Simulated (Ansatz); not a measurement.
`C[SiH2]C=O` + `[NH2][ZnH]` → `C[SiH2][NH][ZnH]` + `C=O` at 500 K and 1 bar (ligand exchange at the Si–C bond).

Gas-phase electronic energies from Ansatz, PBE0-D4/def2-TZVP geometries. CCSD(T)/CBS is the MP2 limit (def2-TZVPP, def2-QZVPP) plus CCSD(T) − MP2 in def2-TZVPP, frozen cores. This one scheme is used for every species. For Zn outer-core shells are correlated without core-valence functions, which leaves a few kJ/mol of doubt a bond. Scalar relativity is left out up to krypton. One conformer a species, not always the lowest.

| species | CCSD(T)/CBS energy (Eh) | H − E (kJ/mol) | S (J/(mol·K)) |
| --- | --- | --- | --- |
| `C[SiH2]C=O` | -443.94476 | 229.6 | 384.9 |
| `[NH2][ZnH]` | -1834.88092 | 106.3 | 294.3 |
| `C[SiH2][NH][ZnH]` | -2164.46335 | 247.7 | 425.8 |
| `C=O` | -114.39408 | 87.9 | 238.5 |

H − E and S are ideal-gas, rigid-rotor, harmonic terms from PBE0-D4/def2-TZVP, for one conformer and one mirror image of each species. 1 Eh = 2625.50 kJ/mol, R = 8.31446 J/(mol·K).

Problem. By hand: ΔE, ΔH, ΔS and ΔG.

Solution. ΔE = (-2164.46335) + (-114.39408) − (-443.94476) − (-1834.88092) = -0.03175 Eh = -83.4 kJ/mol. Δ(H − E) = 247.7 + 87.9 − 229.6 − 106.3 = -0.3, so ΔH = -83.7 kJ/mol. ΔS = 425.8 + 238.5 − 384.9 − 294.3 = -14.9 J/(mol·K). ΔG = -83.7 − 500 × (-14.9)/1000 = -76.2 kJ/mol.

Problem. By hand: the equilibrium constant, and the temperature at which ΔG would vanish if ΔH and ΔS stayed fixed.

Solution. log₁₀ K = −ΔG/(RT ln 10) = 8.0. ΔG = 0 at ΔH/ΔS = 5617 K, far beyond where these terms or the molecules hold.

The number of gas molecules stays the same, so ΔS is small and ΔH decides. A doubt of 5 kJ/mol in ΔE shifts log₁₀ K by 0.5 here. Other conformers and mirror images would add mixing entropy, several J/(mol·K) or more a flexible species. Modes under 60 cm⁻¹, often nearly free rotors, make the harmonic entropy too high. These are equilibria of isolated gas molecules and say nothing of rates. Largest T1 diagnostic: 0.016 (customary marks: 0.02 for closed shells, 0.045 for open ones).
